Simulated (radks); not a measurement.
Values are calculated unless marked as measured or tabulated.
Q: All-electron atom: Pr3+ in [Xe] 4f2 (the NIST ground configuration). Code: a radial shooting solver on a logarithmic mesh with Libxc functionals. Model: Dirac Kohn-Sham, exchange-only B88, spin-unpolarised, spherical densities, finite nucleus; open shells fill j = l - 1/2 first; Fermi nuclear charge, rms radius 4.8919 fm. Some entries of the table are withheld. Estimate them.

orbital,occ.,eigenvalue (eV),<r^2> (bohr^2)
1s1/2,2,-41808.27,0.0007896
2s1/2,2,(1),0.01247
2p1/2,2,-6379.295,0.009130
2p3/2,4,-5896.909,0.01039
3s1/2,2,-1478.861,0.08469
3p1/2,2,-1322.174,0.07964
3p3/2,4,-1226.640,0.08709
3d3/2,4,-952.9510,0.07096
3d5/2,6,-932.3633,0.07307
4s1/2,2,-317.0323,0.4359
4p1/2,2,(2),0.4642
4p3/2,4,(3),0.5050
4d3/2,4,-141.1023,0.5973
4d5/2,6,-137.4477,0.6136
5s1/2,2,-64.2133,2.424
5p1/2,2,-47.9142,3.009
5p3/2,4,-44.7916,3.291
4f5/2,2,(4),1.322
4f7/2,0,(5),1.349

A: 
(1) 2s1/2 eigenvalue (eV): -6747.462
(2) 4p1/2 eigenvalue (eV): -258.3277
(3) 4p3/2 eigenvalue (eV): -237.6175
(4) 4f5/2 eigenvalue (eV): -28.5902
(5) 4f7/2 eigenvalue (eV): -28.1918
